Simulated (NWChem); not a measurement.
CH$_{5}$BSe; SMILES CB[SeH]

```xyz
8

B     -0.6268    -0.9982     0.0003
H     -1.8365    -1.1166     0.0002
C      0.3316    -2.2378     0.0022
H      0.0978    -2.8848    -0.8725
H      0.1098    -2.8689     0.8917
H      1.4166    -2.0149    -0.0063
Se     0.1060     0.7863     0.0001
H     -1.1880     1.5163     0.0008
```
Atoms are numbered in this order, from 1.

Level: PBE-D3(BJ)/def2-SVP (NWChem), optimised geometry, unscaled harmonic frequencies. This build's default masses of Se (78.918 u) and Br (79.917 u) are each other's, which moves their modes by up to 0.6 %.

```json
[
 {"frequency (cm⁻¹)": "135", "IR intensity (km/mol)": "2.3"},
 {"frequency (cm⁻¹)": "237", "IR intensity (km/mol)": "0.9"},
 {"frequency (cm⁻¹)": "393", "IR intensity (km/mol)": "6.6"},
 {"frequency (cm⁻¹)": "591", "IR intensity (km/mol)": "4.6"},
 {"frequency (cm⁻¹)": "676", "IR intensity (km/mol)": "0.0"},
 {"frequency (cm⁻¹)": "702", "IR intensity (km/mol)": "3.4"},
 {"frequency (cm⁻¹)": "817", "IR intensity (km/mol)": "11.7"},
 {"frequency (cm⁻¹)": "838", "IR intensity (km/mol)": "10.9"},
 {"frequency (cm⁻¹)": "1004", "IR intensity (km/mol)": "2.9"},
 {"frequency (cm⁻¹)": "1096", "IR intensity (km/mol)": "139.3"},
 {"frequency (cm⁻¹)": "1263", "IR intensity (km/mol)": "58.5"},
 {"frequency (cm⁻¹)": "1377", "IR intensity (km/mol)": "4.3"},
 {"frequency (cm⁻¹)": "1383", "IR intensity (km/mol)": "6.1"},
 {"frequency (cm⁻¹)": "2355", "IR intensity (km/mol)": "14.6"},
 {"frequency (cm⁻¹)": "2562", "IR intensity (km/mol)": "93.0"},
 {"frequency (cm⁻¹)": "2957", "IR intensity (km/mol)": "0.6"},
 {"frequency (cm⁻¹)": "3028", "IR intensity (km/mol)": "2.1"},
 {"frequency (cm⁻¹)": "3069", "IR intensity (km/mol)": "10.3"}
]
```

```
Item                                                                               Result
-----------------------------------------------------------------------  ----------------
zero-point energy                                                           35.0 kcal/mol
thermal correction to the enthalpy at 298.15 K (with zero-point energy)     38.7 kcal/mol
heat capacity Cv                                                         16.2 cal/(mol K)
entropy at 298.15 K and 1 atm (symmetry number 1)                        71.5 cal/(mol K)
dipole moment                                                                      0.32 D
```

Rigid rotor and harmonic oscillator.
